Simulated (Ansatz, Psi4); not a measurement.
# AlSbH3F (SMILES [F][AlH][SbH2]): from total energies to a heat of formation

The species is AlSbH3F (6 atoms), meant as a singlet with charge 0. As SMILES, `[F][AlH][SbH2]`. The coordinates come from a PBE0-D4/def2-TZVP relaxation. This is one conformer, not always the lowest.

```xyz
6

F    -1.1146   -1.6324    1.2623
Al   -0.3361   -1.0393   -0.0698
Sb    1.2799    1.0037    0.3348
H    -0.5948   -1.8007   -1.4317
H     0.8421    1.5920   -1.2099
H    -0.0344    1.8129    1.0681
```

Total energies at HF/def2-SVP (core potential) (Psi4 1.11); the atoms run unrestricted:

```
species    state  energy (Eh)
AlSbH3F  singlet  -582.266158
      F  doublet   -99.284051
     Al  doublet  -241.789337
     Sb  quartet  -239.273347
      H  doublet    -0.499278
```

Harmonic wavenumbers at PBE0-D4/def2-TZVP, in cm⁻¹: 77, 129, 288, 329, 473, 495, 650, 828, 830, 1934, 1956, 1963.

Measured heats of formation of the gaseous atoms at 298.15 K, in kJ/mol: F 79.4, Al 329.7, Sb 262.3, H 218.0. Spin-orbit lowering of the atoms at 298 K (mean of the ground term's levels less their thermal mean, from spectra), in kJ/mol: F 1.29, Al 0.17. Take 1 Eh = 2625.50 kJ/mol, 1 cm⁻¹ = 0.0119627 kJ/mol, RT = 2.479 kJ/mol.

What heat of formation follows?


1. Electronic atomisation energy: (-99.284051) + (-241.789337) + (-239.273347) + 3 × (-0.499278) − (-582.266158) = 0.421589 Eh = 1106.9 kJ/mol.
2. Zero-point energy: half the sum of the wavenumbers, 4976 cm⁻¹ = 59.5 kJ/mol.
3. Thermal vibrational enthalpy, Σ hcν̃/(exp(hcν̃/kT) − 1): 8.0 kJ/mol. Translation, rotation and pV of a non-linear molecule: 4 RT = 9.9 kJ/mol.
4. The 6 free atoms carry 5/2 RT each: 37.2 kJ/mol.
5. Spin-orbit coupling lowers the free atoms by 1.29 + 0.17 = 1.5 kJ/mol.
6. Atomisation enthalpy at 298 K: 1106.9 − 1.5 − 59.5 − 8.0 − 9.9 + 37.2 = 1065.2 kJ/mol.
7. Sum of the atoms' heats of formation: 1325.4 kJ/mol. Heat of formation: 1325.4 − 1065.2 = +260.2 kJ/mol.

No measured value is set beside it here. Hartree–Fock leaves out correlation, which is larger in the molecule than in the atoms, so it underbinds and puts the heat of formation too high. Anharmonicity and any spin-orbit splitting of the molecule are left out.
